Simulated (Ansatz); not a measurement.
Reaction (ligand exchange at the Si–O bond): `[OH][Al]([O][SiH3])[O][SiH3]` + `C[AsH]C` → `C[As](C)[SiH3]` + `[OH][Al]([OH])[O][SiH3]`

Isolated molecules relaxed with PBE0-D4/def2-TZVP in Ansatz; ΔE leaves out vibrations. CBS: MP2 limit from def2 TZ/QZ plus the TZ coupled-cluster correction, frozen cores. This one scheme is used for every species. Functionals use def2-TZVPP. B3LYP here is the variant with VWN-RPA as its local correlation; programs differ in this. For As outer-core shells are correlated without core-valence functions, which leaves a few kJ/mol of doubt a bond. Scalar relativity is left out up to krypton. One conformer a species, not always the lowest.

`[OH][Al]([O][SiH3])[O][SiH3]`:

```xyz
13

O    -0.590    0.789    2.489
Al   -0.206    0.211    0.954
O    -0.237    1.276   -0.330
Si   -0.355    2.538   -1.345
O     0.200   -1.396    0.711
Si    0.635   -2.782   -0.018
H    -0.590    0.227    3.262
H    -0.188    2.072   -2.747
H     0.702    3.540   -1.043
H    -1.686    3.188   -1.211
H    -0.405   -3.818    0.216
H     0.794   -2.585   -1.484
H     1.926   -3.260    0.544
```

`C[AsH]C`:

```xyz
10

C     1.171   -0.866   -0.329
As    0.255    0.074    1.137
C    -1.370    0.576    0.146
H     0.678   -1.826   -0.486
H     2.207   -1.054   -0.044
H     1.148   -0.293   -1.256
H     0.969    1.406    0.920
H    -1.983   -0.317    0.012
H    -1.940    1.299    0.730
H    -1.135    1.001   -0.830
```

`C[As](C)[SiH3]`:

Z-matrix (Å, degrees):
```
C
As 1 1.975
H 1 1.090 2 109.3
H 1 1.091 2 112.0 3 121.5
H 1 1.091 2 108.3 3 -117.9
C 2 1.975 1 97.5 3 -169.0
Si 2 2.359 1 95.8 3 -72.4
H 6 1.091 2 108.3 1 -73.0
H 6 1.091 2 112.0 1 47.6
H 6 1.090 2 109.3 1 169.1
H 7 1.492 2 111.2 1 -49.3
H 7 1.488 2 109.9 1 71.0
H 7 1.488 2 109.9 1 -169.5
```

`[OH][Al]([OH])[O][SiH3]`:

```xyz
10

O    -2.074    0.963   -0.767
Al   -0.636    0.127   -1.036
O    -0.260   -0.403   -2.594
O     0.389   -0.158    0.259
Si    1.027   -0.189    1.752
H    -2.691    1.149   -1.473
H     0.540   -0.881   -2.802
H     1.466    1.173    2.156
H     2.207   -1.094    1.768
H     0.032   -0.686    2.739
```

```tsv
level	ΔE (kJ/mol)	difference from CCSD(T)/CBS
PBE0-D4	67.2	-12.1
B3LYP-D4	81.4	2.1
ωB97M-V	81.0	1.7
B2PLYP	87.0	7.7
PBE	62.3	-17.0
r2SCAN	77.5	-1.8
PBE0	70.5	-8.8
HF/def2-TZVPP	115.1	35.8
SCS-MP2/def2-TZVPP	89.2	9.9
CCSD/def2-TZVPP	87.5	8.2
HF/def2-QZVPP	117.9	38.6
MP2/def2-QZVPP	79.9	0.6
SCS-MP2/def2-QZVPP	88.9	9.6
HF/CBS(def2)	118.3	39.0
MP2/CBS(def2)	77.7	-1.6
CCSD/CBS(def2)	84.7	5.4
CCSD(T)/CBS	79.3	0
```

Largest T1 diagnostic among the species: 0.012.

The D4 term adds −6.3 kJ/mol with B3LYP and −3.3 kJ/mol with PBE0; it sums over pairs of atoms, weighted by their polarisabilities, and B3LYP, whose exchange is more repulsive, gets the larger term. From PBE to PBE0 (25 % exact exchange), in def2-TZVPP and without D4, ΔE moves by +8.2 kJ/mol.
